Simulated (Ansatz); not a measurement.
Ansatz (an electronic-structure program) input file for C₃H₇O, SMILES CC(C)=[OH+], charge +1, PBE/def2-SVPD. The structure is a stationary point at B3LYP-D3(BJ)/def2-SVP. The isomer is the one that the SMILES or the coordinates give; other isomers of the formula were not compared.

Ansatz 0.2 input:
```yaml
crystal:
  periodic: [false, false, false]
  atoms:
    - {symbol: C, position_ang: [1.28911486, -0.50645401, 0.43172852]}
    - {symbol: C, position_ang: [0.01156434, 0.05131584, -0.03419869]}
    - {symbol: C, position_ang: [-1.28948988, -0.54226413, 0.32259180]}
    - {symbol: O, position_ang: [0.09016375, 1.08984576, -0.77074161]}
    - {symbol: H, position_ang: [1.19347128, -0.92584333, 1.44441567]}
    - {symbol: H, position_ang: [1.52574619, -1.35937624, -0.23780951]}
    - {symbol: H, position_ang: [2.10403133, 0.22565405, 0.35999003]}
    - {symbol: H, position_ang: [-2.12125839, -0.17953977, -0.29839414]}
    - {symbol: H, position_ang: [-1.48875211, -0.27810567, 1.38063895]}
    - {symbol: H, position_ang: [-1.23084138, -1.64209689, 0.29356757]}
    - {symbol: H, position_ang: [-0.77084285, 1.42495567, -1.09720551]}
basis:
  gaussian:
    orbitals: def2-SVPD
hamiltonian:
  xc: {name: PBE}
total_charge: 1
```

It prints:

```
WARN ansatz: RAYON_NUM_THREADS=1 ignored (pool sized by the plan → 1); use --threads N
Functional definition: PBE
integrals: 0.05 GiB planned
1140 factors; their error is unknown
mean field: 0.47 GiB planned
mean field evaluation 1: about -5237.8327 eV, gradient 8.9e1 eV
mean field evaluation 2: about -5214.1150 eV, gradient 1.3e2 eV
mean field evaluation 4: about -5254.6286 eV, gradient 7.5e0 eV
mean field evaluation 8: about -5254.7528 eV, gradient 1.4e-1 eV
mean field evaluation 16: about -5254.6870 eV, gradient 2.0e-4 eV
mean field -5254.68701466 eV, -193.1061860340 hartree, gradient 8.5e-5 eV, S^2 0.000000; 0 other end points of the search recorded, 0 dependent functions left out
reference -5254.68705678 eV, -193.1061875819 hartree; 16, 16 occupied and 123, 123 virtual orbitals, 1140 factors
Total energy: -5254.68705678 eV, -193.1061875819 hartree
```

Self-consistency was reached.

Cost: roughly 1.7 core-seconds.
